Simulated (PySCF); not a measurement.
A side-by-side comparison of computed properties.

First species: dimethyl-2-pentylamine, C7H17N.
InChI=1S/C7H17N/c1-5-6-7(2)8(3)4/h7H,5-6H2,1-4H3/t7-/m0/s1

Second species: C8H9OP.
Z-matrix (Å and degrees, GFN2-xTB geometry), rows numbered from 1:
```
C 
C   1  1.3273
C   2  1.4466  1  123.80
P   3  1.7875  2  124.15  1     4.73
C   4  1.7030  3   87.33  2   179.83
O   5  1.3391  4  116.22  3     0.06
C   6  1.3416  5  111.73  4    -0.12
C   7  1.4693  3  128.91  2     0.86
C   8  1.5077  7  119.50  3  -147.55
C   9  1.4910  8   60.40  7  -108.50
H   1  1.0759  2  122.00  3  -179.90
H   1  1.0786  2  121.05  3     0.18
H   2  1.0823  1  119.93  3   179.99
H   5  1.0762  4  128.67  3   179.93
H   8  1.0805  7  113.93  3    -1.83
H   9  1.0792  8  117.73 10  -109.25
H   9  1.0788  8  117.38 10   108.26
H  10  1.0789  8  117.35  9  -108.27
H  10  1.0790  8  117.79  9   109.25
```

Levels: PBE0/pcSseg-1 for dipole moment, HOMO energy, LUMO energy and HOMO–LUMO gap; GFN2-xTB for rotational constant A and rotational constant C. Geometries: GFN2-xTB. All species are isolated and taken at one optimised geometry, non-relativistic unless stated. Electronic properties by PySCF.

Dipoles, sizes and rotational constants follow the conformer. The torsions of the flexible species, by atom-mapped SMILES:
- `[CH3:1][CH2:2][CH2:3][C@H:4]([CH3:5])[N:6]([CH3:7])[CH3:8]`: C1–C2–C3–C4 180°, C2–C3–C4–C5 -179°, C3–C4–N6–C7 -157°
- `[CH2:1]=[CH:2][c:3]1[p:4][cH:5][o:6][c:7]1[CH:8]1[CH2:9][CH2:10]1`: C1–C2–C3–P4 5°, O6–C7–C8–C9 33°

(1) Which has the higher rotational constant A?

(2) Which has the higher LUMO energy?

(3) Which has the higher HOMO energy?

(4) Which has the higher dipole moment?

(5) Which has the higher HOMO–LUMO gap?

(6) Which has the higher rotational constant C?

Answers

(1) The first: 2.913 GHz against 1.895 GHz, a difference of 1.018 GHz.

(2) The first: 1.38 eV against -0.97 eV, a difference of 2.35 eV.

(3) The first: -5.86 eV against -6.28 eV, a difference of 0.42 eV.

(4) The second: 2.06 D against 0.67 D, a difference of 1.39 D.

(5) The first: 7.24 eV against 5.31 eV, a difference of 1.93 eV.

(6) The first: 1.023 GHz against 0.645 GHz, a difference of 0.378 GHz.

On the first: A dipole of 0.67 D is allowed in C1, and pure rotational transitions are dipole-allowed. The dipole equals about 2.2 × 10⁻³⁰ C·m (1 D = 3.33564 × 10⁻³⁰ C·m).

On the second: The dipole matches unit charges of opposite sign 0.43 Å apart (1 e·Å = 4.8032 D).
